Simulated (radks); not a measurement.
The nickel ion Ni+, configuration [Ne] 3s1.75 3p6 3d9 4p0.25 (fractional occupations, a model configuration). Calculated with a radial shooting solver on a logarithmic mesh with Libxc functionals: non-relativistic Kohn-Sham, PBE, spin-unpolarised, spherical densities, point nucleus.

X-ray form factor f0, the Fourier transform of the density (f0(0) = 27):

sin(theta)/lambda (1/angstrom),f0 (electrons)
0.05,26.595
0.1,25.520
0.15,24.029
0.2,22.325
0.25,20.543
0.3,18.780
0.4,15.550
0.5,12.897
0.6,10.858
0.8,8.278
1,6.920
1.25,5.896
1.5,5.064
2,3.573
